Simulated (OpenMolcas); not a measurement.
# Ta3+: effect of the metal basis

Ta3+ with its 6 nearest bromide ions at 2.677 Å, on the Y site of Cs2NaYBr6 (a = 11.3047 Å, distance in the model lattice 2.765 Å). The rest of the host is ab initio model potentials to 7.6 Å and point charges beyond; the distance is set by hand and nothing relaxes.

```
Program             : OpenMolcas 26.06
Method              : CASSCF
Spin-orbit coupling : state interaction with AMFI integrals over the reference wave functions
```

Fixed: ligand basis ANO-RCC-VDZP, active space 2 electrons in 5 orbitals (5d), DKH2 Hamiltonian.

States (labels of O, the rotations of Oh). Energies in cm-1 above the lowest state or level, χT in cm3 K/mol; under a threefold ground state the first gap can be a small split of the lowest multiplet, not the spin-orbit step; 10Dq and B are least-squares fits to the states below 45000 cm-1, weighted by degeneracy, with a free offset, and given where the rms deviation is under 5 % of |10Dq| (or 100 cm-1) and under 700 cm-1.

```
Run   Metal basis  Ground state  First state of that spin   10Dq  B (rms of fit)  First gap with spin-orbit (degeneracies)  χT at 300 K  First state of another spin                     Cost
  A  ANO-RCC-VDZP           3T1                 3T2 17365  18270       557 (223)                              250.0 (2, 3)        0.144                     1T2 8407  roughly 80 core-seconds
  B  ANO-RCC-VTZP           3T1                 3T2 17070  18020       568 (202)                              248.3 (2, 3)        0.144                     1T2 8505   roughly 4 core-minutes
```

Against A, |10Dq| changes by -1.4 % in B.

Costs are those of the RASSCF and RASSI steps.

An orbital triplet at a regular site is open to Jahn-Teller coupling, which can distort the site and quench the lowest spin-orbit gaps and is left out. Without dynamic correlation the repulsion within the d shell is too large (B by tens of per cent), so at a given field states of lower spin stand too high. With metal d orbitals alone the field can be off either way by tens of per cent. Ligand-to-metal charge-transfer states are missing. With no ligand orbital active B as a rule stays too high, so bands that hang on it stand too high and its fall with covalency is understated. The least metal-like active orbital is 75 % on the metal (Löwdin) and no ligand orbital is active, so the numbers are rough (holds for A). The least metal-like active orbital is 77 % on the metal (Löwdin) and no ligand orbital is active, so the numbers are rough (holds for B). No measured value stands beside these numbers; the geometry was set by hand and not optimised.
